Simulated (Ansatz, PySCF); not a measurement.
CH3AlClFO, SMILES C[O][Al]([F])[Cl]. Atoms are numbered in the order given.

```xyz
8

Al     0.2581     0.0927     0.0549
F      1.8700     0.1264    -0.3308
Cl    -0.3807     1.0770     1.7735
O     -0.8559    -0.7102    -0.9015
C     -0.9429    -1.4712    -2.0738
H     -1.6179    -0.9815    -2.7973
H      0.0377    -1.6127    -2.5640
H     -1.3593    -2.4691    -1.8506
```
Charge 0, spin multiplicity 1.

Coordinates come from a B3LYP-D3(BJ)/def2-SVP optimisation. The structure was generated by enumeration; whether it is a known compound was not checked. One conformer was computed; it need not be the lowest.

Two levels are set side by side: PBE-D3(BJ)/def2-SVP (Ansatz, an electronic-structure program) and B3LYP-D3(BJ)/def2-SVP (Ansatz). Each level has its own optimised geometry; the coordinates shown are those of the second. Frequencies come from the Hessian of PySCF at each geometry. Differences are taken from unrounded values.

```csv
quantity,B3LYP-D3(BJ),PBE-D3(BJ),PBE-D3(BJ) minus B3LYP-D3(BJ)
mean bond length (Å),1.447,1.456,0.010
bond Al1–F2 (Å),1.658,1.670,0.012
bond Al1–Cl3 (Å),2.081,2.088,0.007
bond Al1–O4 (Å),1.673,1.691,0.017
bond O4–C5 (Å),1.400,1.406,0.006
bond C5–H6 (Å),1.104,1.112,0.008
bond C5–H7 (Å),1.105,1.114,0.008
bond C5–H8 (Å),1.104,1.112,0.008
highest harmonic wavenumber (cm⁻¹),3077,3012,-66
mean harmonic wavenumber (cm⁻¹),1128,1097,-31
zero-point energy (kcal/mol),29.02,28.22,-0.80
```

GGA bonds tend to be longer and softer than those of functionals with exact exchange. Differences between two approximate levels are no errors against the true value.
